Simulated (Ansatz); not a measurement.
(LiOH)2 ring (Li₂O₂H₂) was relaxed with PBE0-D4 (def2-TZVP) in Ansatz in these states: charge +1 doublet, neutral singlet. The geometries follow in no particular order.

A:

```xyz
6

Li    0.650    0.544   -0.732
O     0.714    0.534    1.030
Li   -0.650   -0.544    0.732
O    -0.714   -0.534   -1.030
H     1.213    0.907    1.749
H    -1.213   -0.907   -1.749
```

B:

Cartesian coordinates in Å:
```
Li 0.100 -0.027 1.550
O 1.017 -0.414 -0.023
Li -0.392 -1.090 -1.034
O -1.073 0.200 0.122
H 1.613 0.243 -0.407
H -1.264 1.089 -0.207
```

Task: Judge from the bond lengths which geometry belongs to which state (an estimate).

Result: A is the neutral singlet (Li1–Li3 2.239 Å, Li1–O4 1.764 Å, O2–Li3 1.764 Å); B is the charge +1 doublet (Li1–Li3 2.837 Å, Li1–O4 1.862 Å, O2–Li3 1.862 Å).
